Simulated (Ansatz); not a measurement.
## Energy profile

The step: BNH₂F₂ ([NH2][B]([F])[F]) + HBr → BBrF₂ ([F][B]([F])[Br]) + NH₃ (still joined by a long B–N bond); bonds formed: B1–Br6, N2–H5; bonds broken: H5–Br6; bonds weakened to dative contacts: B1–N2 (atoms numbered as in the saddle structure below).

| atom | x (Å) | y (Å) | z (Å) |
| --- | --- | --- | --- |
| B1 | -0.7043 | -0.3321 | -0.3996 |
| N2 | 0.6814 | 0.2424 | -0.3383 |
| F3 | -0.8300 | -1.6332 | -0.4489 |
| F4 | -1.6943 | 0.4759 | -0.6787 |
| H5 | 0.6251 | 0.3506 | 0.8658 |
| Br6 | -0.2975 | 0.1370 | 2.3752 |
| H7 | 0.7933 | 1.1521 | -0.7720 |
| H8 | 1.4263 | -0.3926 | -0.6034 |

Electronic energies by CCSD(T) at an estimated basis limit (MP2 extrapolated from triple and quadruple zeta, plus CCSD(T) − MP2 in triple zeta), on PBE0-D4/def2-TZVP structures; BNH3BrF2, singlet; no counterpoise correction. Computed with Ansatz 0.2.0 (basis: def2-TZVPP and def2-QZVPP); correlated methods freeze the cores. Filled d shells of the heavier atoms are correlated. The def2 sets are not built for correlating such inner shells, so the correlated values are less sure here. Extrapolation: Hartree–Fock as exp(−7.88 √X), correlation as X^−2.97.

**Question.** Give the profile in eV, counted from the separated reactants. (An estimate is asked for; the value comes from the calculation.)

**Answer.** Computed:
| point | eV |
| --- | --- |
| separated: BNH2F2 (linked as [NH2][B]([F])[F]; B1, N2, F3, F4, H7, H8; singlet) + HBr (H5, Br6; singlet) | 0.000 |
| start structure | -0.087 |
| saddle | 0.526 |
| end structure | -0.586 |
| separated: BBrF2 (linked as [F][B]([F])[Br]; B1, F3, F4, Br6; singlet) + NH3 (N2, H5, H7, H8; singlet) | 0.495 |

T1 diagnostic: at most 0.012.

For scale, one of the runs: CCSD(T)/def2-TZVPP, 214 basis functions, launched by `ansatz run in.yaml --threads 8 --pin off --events-out ev --progress --plain --max-ram 19148MiB`. The run took 26 s on 8 CPU threads of an AMD EPYC 9R45 (shared host), with 3.6 GiB of host memory at its peak.
